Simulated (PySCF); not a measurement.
Two species compared at the same levels of theory.

First species: C2H4Cl2S2Si.
Structure used (GFN2-xTB), in Å, numbered top down from 1:
```
atom  x, y, z in Å
C1    -2.218    0.034    0.162
C2    -0.765   -0.281    0.137
S3    -0.153   -1.643    0.795
S4     0.218    0.935   -0.627
Si5    2.248    0.143   -0.328
Cl6    2.750    0.265    1.601
Cl7    3.393    1.367   -1.434
H8    -2.417    0.734    0.976
H9    -2.528    0.512   -0.766
H10   -2.797   -0.870    0.335
H11    2.274   -1.194   -0.877
```

Second species: C7H7FO.
SMILES: `C1CC(F)=CCC=1C=O`

Levels: PBE0/def2-SVPD for dipole moment, HOMO energy, LUMO energy, HOMO–LUMO gap, static isotropic polarisability and electronic spatial extent ⟨r²⟩ about the centre of nuclear charge; TDDFT PBE0/def2-SVPD for lowest singlet excitation; TDA PBE0/def2-SVPD for lowest triplet excitation (Tamm–Dancoff); GFN2-xTB for rotational constant A and rotational constant C. Geometries: GFN2-xTB. Each species is one conformer at its optimised geometry, gas phase, non-relativistic unless stated. Electronic properties by PySCF.

Dipoles, sizes and rotational constants follow the conformer. The torsions of the flexible species, by atom-mapped SMILES:
- `[CH3:1][C:2](=[S:3])[S:4][SiH:5]([Cl:6])[Cl:7]`: C1–C2–S4–Si5 176°, C2–S4–Si5–Cl6 -70°
- `[O:1]=[CH:2][C:3]1=[CH:4][CH2:5][C:6]([F:7])=[CH:8][CH2:9]1`: O1–C2–C3–C4 180°

Values for the first species:

| Item | Value |
| --- | --- |
| Dipole moment | 1.57 D |
| HOMO energy | -6.83 eV |
| LUMO energy | -2.40 eV |
| HOMO–LUMO gap | 4.43 eV |
| Lowest singlet excitation | 2.76 eV |
| Lowest triplet excitation (Tamm–Dancoff) | 2.35 eV |
| Static isotropic polarisability | 118.5 au |
| Electronic spatial extent ⟨r²⟩ about the centre of nuclear charge | 1993 bohr² |
| Rotational constant A | 1.665 GHz |
| Rotational constant C | 0.547 GHz |

**Question.** Estimate the same properties for the second species, and the change in each.

**Answer.** 
| property | first | second | second less first |
| --- | --- | --- | --- |
| dipole moment | 1.57 D | 2.49 D | +0.92 D |
| HOMO energy | -6.83 eV | -7.29 eV | -0.46 eV |
| LUMO energy | -2.40 eV | -1.85 eV | +0.55 eV |
| HOMO–LUMO gap | 4.43 eV | 5.44 eV | +1.01 eV |
| lowest singlet excitation | 2.76 eV | 3.79 eV | +1.03 eV |
| lowest triplet excitation (Tamm–Dancoff) | 2.35 eV | 3.24 eV | +0.89 eV |
| static isotropic polarisability | 118.5 au | 83.3 au | -35.2 au |
| electronic spatial extent ⟨r²⟩ about the centre of nuclear charge | 1993 bohr² | 1327 bohr² | -666 bohr² |
| rotational constant A | 1.665 GHz | 4.575 GHz | +2.910 GHz |
| rotational constant C | 0.547 GHz | 0.795 GHz | +0.248 GHz |

On the first: A dipole of 1.57 D is allowed in C1, and pure rotational transitions are dipole-allowed. The polarisability is 17.56 Å³ as a volume (1 au = 0.148185 Å³), or 1.23 au for each of the 96 electrons.

On the second: The vertical singlet–triplet gap S1 − T1 is 0.55 eV (TDDFT singlet less Tamm–Dancoff triplet; S1: HOMO−1→LUMO, weight 0.97; T1: HOMO−1→LUMO, weight 0.95). The principal polarisabilities are 54.0, 82.6 and 113.4 au; their mean is the isotropic value.
